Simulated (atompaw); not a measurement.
lead: PAW (atompaw) pseudisation with PBE, scalar-relativistic reference atom.

atompaw 4.2.0.5 input, output lines left out:

```
Pb 82
GGA-PBE scalarrelativistic loggrid 2001 logderivrange -4 5 226
6 6 5 4 0 0
6 0 1.75
6 1 2.25
0 0 0
c
c
c
c
c
v
c
c
c
c
v
c
c
v
c
2
2.25 1.90 2.15 1.45
y
1.1
n
y
0.2
n
y
-1.15
n
custom rrkj gramschmidtortho sinc
bessel
2.25
2.25
2.25
2.25
1.70
2.25
```

Calculated quality:

```json
{
  "Cutoffs needed": "45 Ry and 80 Ry (the cutoffs (Ry, on a coarse ladder) from which the occupation-weighted sum of valence levels, in a spherical-Bessel basis at the reference potential, stays within 10 and 1 mRy of its value at 400 Ry)",
  "Ghost test": "no extra level below or beside the all-electron valence levels (s, p, d, f tested) (spherical-Bessel basis up to 400 Ry, 20 bohr box)",
  "Lowest eigenvalue of the overlap operator": "0.14 (d channel)",
  "Overlap eigenvalues printed by atompaw (projector basis)": "0.03, 0.0784, 0.7, 1.7, 4.79, 7.26",
  "Share of each valence orbital outside the PAW sphere": "6s 47 %, 6p 80 %, 5d 5 %"
}
```

Generation and tests took about 63 s on one core of a shared server CPU.
